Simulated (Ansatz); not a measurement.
## Energy profile

The step: SiNH₅O ([NH2][SiH2][OH]) + PH₃ → SiPNH₆ ([NH2][SiH2][PH2]) + H₂O; bonds formed: Si1–P7, O2–H6; bonds broken: Si1–O2, H6–P7 (atoms numbered as in the saddle structure below).

```xyz
12
angstrom
Si -0.8021 0.0770 0.4132
O 0.2294 -1.4411 0.5462
H -1.7158 -0.0415 -0.7491
H -1.6606 -0.3748 1.5611
N -0.2122 1.5281 1.0469
H 0.7267 -1.1806 -0.3618
P 0.9604 0.3907 -1.5687
H -0.2293 -2.2937 0.5724
H 0.3783 2.1594 0.5338
H -0.5217 1.8690 1.9411
H 0.5759 -0.5612 -2.5493
H 2.2711 -0.1315 -1.3858
```

Electronic energies by CCSD(T) at an estimated basis limit (MP2 extrapolated from triple and quadruple zeta, plus CCSD(T) − MP2 in triple zeta), on PBE0-D4/def2-TZVP structures; SiPNH₈O, singlet; no counterpoise correction. Computed with Ansatz 0.2.0 (basis: def2-TZVPP and def2-QZVPP); correlated methods freeze the cores. Extrapolation: Hartree–Fock as exp(−7.88 √X), correlation as X^−2.97.

Problem. Give the profile in kJ/mol, counted from the separated reactants. (To be estimated.)

Solution. By the calculation:
```csv
point,kJ/mol
"separated: SiNH₅O (linked as [NH2][SiH2][OH]; Si1, O2, H3, H4, N5, H8, H9, H10; singlet) + PH₃ (H6, P7, H11, H12; singlet)",0.0
start structure,-9.8
saddle,200.5
end structure,74.5
"separated: SiPNH₆ (linked as [NH2][SiH2][PH2]; Si1, H3, H4, N5, P7, H9, H10, H11, H12; singlet) + H₂O (O2, H6, H8; singlet)",82.3
```

The T1 diagnostic stays at or below 0.014.

For scale, one of the runs: CCSD(T)/def2-TZVPP, 258 basis functions, launched by `ansatz run in.yaml --threads 4 --pin off --events-out ev --progress --plain --max-ram 9574MiB`. Time: 2.6 min of wall clock on 4 CPU threads of an Arm Neoverse V1; the host was shared. Peak host memory: 5.7 GiB.
